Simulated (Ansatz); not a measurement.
System: difluoroboranylsilane, sum formula BSiH₃F₂, net charge 0, singlet state. 
Structure (B3LYP-D3(BJ)/def2-TZVP (Ansatz, an electronic-structure program) minimum search):
SMILES: [SiH3]B(F)F
```xyz
7

F      1.3008     1.1169    -0.1169
B      0.5869     0.0083     0.0016
F      1.2739    -1.1170     0.1334
Si    -1.4476     0.0010    -0.0095
H     -1.9247    -0.8963    -1.0885
H     -1.9832     1.3635    -0.2245
H     -1.9336    -0.5219     1.2898
```

Dipole moments at this geometry, in debye (magnitudes).

```json
[
 {"level": "r2SCAN/def2-TZVPD", "program": "Ansatz", "dipole (D)": "0.94"},
 {"level": "B3LYP/def2-TZVPD", "program": "Ansatz", "dipole (D)": "1.02"},
 {"level": "PBE0/def2-TZVPD", "program": "Ansatz", "dipole (D)": "1.02"},
 {"level": "BHLYP/def2-TZVPD", "program": "Ansatz", "dipole (D)": "1.16"},
 {"level": "CCSD(T)/aug-cc-pV(D+d)Z", "program": "Ansatz", "dipole (D)": "1.02"}
]
```
